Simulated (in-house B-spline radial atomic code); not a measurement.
**Ionising Sr6+ with different functionals**

Computed with a radial B-spline atomic code at the basis-set limit: non-relativistic Hamiltonian, point nucleus, spin-polarised at highest spin, spherical fractional occupations for the functionals, and exact exchange of hybrids averaged over the configuration. The ionisation energy is the difference of two self-consistent energies, [Ar] 3d10 4s2 4p2 → [Ar] 3d10 4s2 4p1, without Breit or QED terms; ε is the level of the shell that loses the electron (its least bound occupied spin orbital). There is no spin-orbit coupling in this Hamiltonian.

| method | rung | ΔSCF (eV) | -ε(4p) (eV) |
| --- | --- | --- | --- |
| PBE0 | global hybrid | 104.40 | 98.63 |
| B3LYP | global hybrid | 104.46 | 98.19 |
| TPSSh | global hybrid | 104.47 | 97.53 |
| M06-2X | global hybrid | 104.46 | 100.85 |
| BHandHLYP | global hybrid | 104.30 | 100.48 |
| r2SCAN0 | global hybrid | 104.70 | 99.04 |
| B97-1 | global hybrid | 104.28 | 98.20 |
| HSE06 | range-separated hybrid | ? | ? |
| wB97X | range-separated hybrid | 104.12 | 101.06 |
| CAM-B3LYP | range-separated hybrid | 104.45 | 100.12 |
| LC-wPBE | range-separated hybrid | ? | ? |

(1) What does LC-wPBE give?

(2) What does HSE06 give?

(3) Among the functionals, which spreads more, the ΔSCF values or the orbital energies?

(4) How do they compare with the NIST value?

## Answers

(1) ΔSCF 104.48 eV, and -ε(4p) = 101.72 eV.

(2) ΔSCF 104.34 eV, and -ε(4p) = 98.14 eV.

(3) The orbital energies: ΔSCF values span about 0.58 eV and the orbital energies 4.19 eV; here energy differences depend much less on the functional than eigenvalues do.

(4) NIST lists 104 eV ± 2 (tabulated theory, ground level to ground level). Errors run from +0.12 to +0.70 eV; all lie within about twice that uncertainty, so the table can't rank the methods.
